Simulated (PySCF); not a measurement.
Zn+: ionisation energy

Zn+ [Ar] 3d10 4s1 (2S) → Zn(2+) [Ar] 3d10 (1S), as a difference of total energies. Calculation: PySCF 2.14, in cc-pVTZ-PP with ECP10MDF; scalar relativity through the core potential. Correlated levels: valence: 3s2 3p6 frozen. The calculations carry no spin-orbit coupling.

| method | ionisation energy (eV) | error (eV) |
| --- | --- | --- |
| UHF | 16.839 | -1.125 |
| r2SCAN | 18.540 | +0.576 |
| PBE0 | 18.277 | +0.313 |
| MP2 (valence) | 17.727 | -0.237 |
| SCS-MP2 (valence) | 17.576 | -0.388 |

Reference: 17.964 eV (measured; NIST Atomic Spectra Database, ionization energies).

Errors of the correlated levels include the incompleteness of this basis and the frozen core.
